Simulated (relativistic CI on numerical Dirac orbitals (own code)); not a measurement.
Mo3+: L-alpha,beta X-ray emission

Computed with this model: Dirac-Coulomb-Breit CI, KLI orbitals optimised for each configuration, model QED, valence Slater integrals scaled by 0.8, multiplet model of X-ray emission after core ionisation; configurations [Kr] 4d3 → [He] 2s2 2p5 3s2 3p6 3d10 4s2 4p6 4d3 → [Ar] 3d9 4s2 4p6 4d3; 300 K; Lorentzian 2 eV and Gaussian 0.6 eV FWHM. Energies are those of the free ion, without screening or charge transfer. S is read from ⟨S²⟩ = S(S + 1).

Computed curve for free ion, scaled to 100 at the maximum (points under 2 are left out and the grid is thinned):

(Energy (eV), Intensity): (2285.0, 2.0), (2285.8, 2.2), (2286.6, 2.5), (2287.4, 3.1), (2288.4, 4.4), (2289.2, 6.3), (2290.0, 9.4), (2290.8, 14.5), (2291.6, 20.9), (2292.4, 27.0), (2293.2, 41.7), (2294.0, 76.7), (2295.0, 94.8), (2295.8, 53.2), (2296.6, 25.9), (2297.4, 14.2), (2298.2, 8.9), (2299.0, 6.0), (2299.8, 4.3), (2300.6, 3.3), (2301.6, 2.4), (2387.6, 2.2), (2388.4, 3.2), (2389.2, 3.8), (2390.0, 4.1), (2390.8, 3.7), (2391.6, 3.5), (2392.4, 4.1), (2393.4, 6.3), (2394.2, 10.2), (2395.0, 18.1), (2395.8, 32.0), (2396.6, 46.3), (2397.4, 39.4), (2398.2, 22.8), (2399.0, 12.4), (2400.0, 6.4), (2400.8, 4.2), (2401.6, 2.8), (2402.4, 2.0)

The ground state has S = 1.49, and the centroid lies at 2329.06 eV.
